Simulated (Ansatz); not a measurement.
Program: Ansatz. Geometries: PBE0-D4/def2-TZVP. ΔE: electronic, gas phase. CCSD(T)/CBS is the MP2 limit (def2-TZVPP, def2-QZVPP) plus CCSD(T) − MP2 in def2-TZVPP, frozen cores. DFT in def2-TZVPP. Each species was taken in one conformer, which may not be the lowest.

`CC(S)N[SiH3]` + `OC[SiH2]Cl` → `[SiH3]OC[SiH2]Cl` + `CC(N)S`  (ligand exchange at the Si–N bond)

`CC(S)N[SiH3]`:

Z-matrix (Å, degrees):
```
C
C 1 1.516
H 1 1.094 2 110.4
H 1 1.091 2 111.2 3 -120.1
H 1 1.091 2 109.4 3 119.2
S 2 1.852 1 106.2 3 64.0
N 2 1.431 1 111.9 3 -61.7
H 2 1.093 1 109.4 3 178.5
H 6 1.343 2 96.2 1 179.5
Si 7 1.724 2 123.1 1 -154.6
H 7 1.011 2 112.6 1 54.6
H 10 1.495 7 114.7 2 -65.3
H 10 1.484 7 107.3 2 174.2
H 10 1.486 7 108.1 2 54.1
```

`OC[SiH2]Cl`:

```xyz
9

O     1.593    0.531    0.487
C     0.574    0.517   -0.497
Si   -0.812   -0.681   -0.065
Cl   -1.438   -0.167    1.837
H     1.186    0.714    1.340
H     1.041    0.198   -1.434
H     0.164    1.521   -0.678
H    -1.969   -0.551   -0.985
H    -0.339   -2.083   -0.007
```

`[SiH3]OC[SiH2]Cl`:

Z-matrix (Å, degrees):
```
Si
O 1 1.649
H 1 1.480 2 106.4
H 1 1.489 2 110.3 3 -120.2
H 1 1.489 2 110.3 3 120.2
C 2 1.420 1 121.5 3 -179.8
Si 6 1.881 2 106.6 1 -179.8
H 6 1.098 2 111.5 1 -59.6
H 6 1.098 2 111.4 1 60.0
Cl 7 2.060 6 108.0 2 -179.8
H 7 1.481 6 110.6 2 61.6
H 7 1.481 6 110.6 2 -61.3
```

`CC(N)S`:

```xyz
11

C    -0.069    0.962    0.488
C     0.369   -0.349   -0.139
N    -0.378   -1.516    0.271
S     0.218   -0.316   -1.963
H     0.560    1.797    0.169
H    -1.103    1.188    0.219
H     0.000    0.889    1.578
H     1.419   -0.538    0.100
H    -1.374   -1.356    0.165
H    -0.192   -1.736    1.241
H     0.551    0.974   -2.129
```

CCSD(T)/CBS gives -0.34 eV.

Task: Another level gave -0.30 eV. Which?
A. HF/def2-TZVPP
B. CCSD(T)/def2-TZVPP
C. PBE/def2-TZVPP
D. r2SCAN/def2-TZVPP

Result: D. r2SCAN -0.30, PBE -0.25, CCSD(T)/def2-TZVPP -0.35, HF/def2-TZVPP -0.51 eV.

Largest T1 diagnostic among the species: 0.011.

The D4 term adds +0.05 eV with B3LYP and +0.03 eV with PBE0; it sums over pairs of atoms, weighted by their polarisabilities, and B3LYP, whose exchange is more repulsive, gets the larger term. In def2-TZVPP, CCSD(T) changes the Hartree–Fock value by +0.16 eV (the triples alone add +0.03 eV) and MP2 by +0.17 eV. From PBE to PBE0 (25 % exact exchange), in def2-TZVPP and without D4, ΔE moves by −0.04 eV.

B3LYP here is the variant with VWN-RPA as its local correlation; programs differ in this.
